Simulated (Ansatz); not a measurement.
Mulliken charges of `[GeH3][CH]1CO1` from B3LYP/def2-TZVPP in Ansatz (PBE0-D4/def2-TZVP geometry).

```csv
atom,x (Å),y (Å),z (Å),charge (e)
Ge1,0.008,1.462,0.156,0.134
C2,-0.567,-0.402,0.022,-0.038
C3,0.384,-1.471,-0.291,0.018
O4,-0.071,-1.282,1.032,-0.345
H5,-0.320,2.200,-1.154,-0.016
H6,-0.720,2.153,1.319,-0.006
H7,1.524,1.478,0.403,-0.012
H8,-1.609,-0.585,-0.239,0.095
H9,1.430,-1.230,-0.465,0.083
H10,0.024,-2.374,-0.780,0.087
```

**Question.** By hand: the dipole of these point charges (1 e Å = 4.8032 D).

**Answer.** Σ q r = (0.013, 0.197, -0.465) e Å, of length 0.505 e Å = 2.43 D.

**Question.** How does the dipole of the full density compare? (Estimate.)

**Answer.** The calculation gave: (-0.021, 0.023, -0.350) e Å, 1.69 D; the point charges give 1.44 times that, at 20° from its direction.

Point charges leave out the atoms' own dipoles, such as those of lone pairs, and Mulliken's split depends on the basis, so the two needn't agree.

B3LYP here is the variant with VWN-RPA as its local correlation; programs differ in this.
